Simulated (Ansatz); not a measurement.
Start from `CC[SiH2]O` and change one atom or group to get `CC[SiH2]I`.

Ansatz, PBE0-D4/def2-TZVP geometries, multiplicity 1. Each molecule was computed in one conformer, which needn't be the lowest.

Elements past krypton have def2 core potentials.

```
                                          property  `CC[SiH2]O`
              HOMO–LUMO gap (PBE0/def2-TZVPP) / eV         8.43
size of the dipole moment (ωB97M-V/def2-TZVPP) / D         1.58
               HOMO–LUMO gap (PBE/def2-TZVPP) / eV         6.18
                 LUMO energy (PBE/def2-TZVPP) / eV        -0.49
           HOMO–LUMO gap (ωB97M-V/def2-TZVPP) / eV        12.26
                LUMO energy (PBE0/def2-TZVPP) / eV         0.38
```

Q: What does the change do to each property? (Best estimate.)

A: The calculation gave: 
```csv
property,`CC[SiH2]I`,shift
HOMO–LUMO gap (PBE0/def2-TZVPP) / eV,7.10,-1.33
size of the dipole moment (ωB97M-V/def2-TZVPP) / D,2.10,0.52
HOMO–LUMO gap (PBE/def2-TZVPP) / eV,5.12,-1.06
LUMO energy (PBE/def2-TZVPP) / eV,-1.26,-0.77
HOMO–LUMO gap (ωB97M-V/def2-TZVPP) / eV,11.00,-1.26
LUMO energy (PBE0/def2-TZVPP) / eV,-0.41,-0.79
```

With PBE0 the HOMO rises by 0.54 eV and the LUMO falls by 0.79 eV, so the gap narrows by about 1.33 eV. PBE moves the HOMO by 0.29 eV and ωB97M-V by 0.68 eV. Dipoles are sizes alone; their direction can turn.

Spin–orbit coupling is left out; it splits and shifts lone-pair levels of the heavy atoms by tenths of an eV.
